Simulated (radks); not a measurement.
Problem. S I, configuration [Ne] 3s2 3p4 (the NIST ground configuration). Method: scalar-relativistic Kohn-Sham, BLYP, spin-polarised, spherical densities, finite nucleus; open shells are filled with parallel spins first; Fermi nuclear charge, rms radius 3.2611 fm; computed with a radial shooting solver on a logarithmic mesh with Libxc functionals. Some entries of the table are withheld. Estimate them.

| orbital | occ. | eigenvalue (eV) | r(max) (bohr) |
|---|---|---|---|
| 1s up | 1 | -2407.307 | 0.06329 |
| 1s down | 1 | -2407.038 | 0.06329 |
| 2s up | 1 | -211.4863 | 0.3882 |
| 2s down | 1 | -211.2400 | 0.3883 |
| 2p up | 3 | -156.5419 | (1) |
| 2p down | 3 | -156.1945 | (2) |
| 3s up | 1 | -17.7990 | 1.406 |
| 3s down | 1 | -16.0485 | 1.404 |
| 3p up | 3 | -7.4711 | (3) |
| 3p down | 1 | -5.9343 | (4) |

Solution. 
(1) 2p up r(max) (bohr): 0.3252
(2) 2p down r(max) (bohr): 0.3255
(3) 3p up r(max) (bohr): 1.590
(4) 3p down r(max) (bohr): 1.606
